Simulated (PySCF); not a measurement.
dichloro(silyloxy)silane (Cl₂H₄OSi₂), SMILES Cl[SiH](O[SiH3])Cl.

Geometry optimised at ωB97X-D3(BJ)/def2-SVP. One conformer was computed; it need not be the lowest.

Two levels are set side by side: TDA-PBE/def2-SVPD (PySCF) and TDA-PBE0/def2-SVPD (PySCF). Vertical, same geometry. The lowest singlet is HOMO→LUMO 96 % with PBE and HOMO→LUMO 81 % with the other functional; states are paired by order. Differences are taken from unrounded values.

```json
[
 {"quantity": "lowest singlet excitation (eV)", "TDA-PBE0": "7.60"},
 {"quantity": "lowest triplet excitation (TDA) (eV)", "TDA-PBE0": "7.16"}
]
```

Question: What does TDA-PBE give, and how far is it from TDA-PBE0? (The exact figures need the calculation; the answer reports its results.)

Answer: 
| quantity | TDA-PBE | TDA-PBE minus TDA-PBE0 |
|---|---|---|
| lowest singlet excitation (eV) | 6.76 | -0.84 |
| lowest triplet excitation (TDA) (eV) | 6.51 | -0.65 |

Functionals without exact exchange tend to place singlet excitations lower, as here. Differences between two approximate levels are no errors against the true value.

Rough cost on one machine, each run with all the roots and properties that it gave: TDA-PBE0 against TDA-PBE about 3 times.
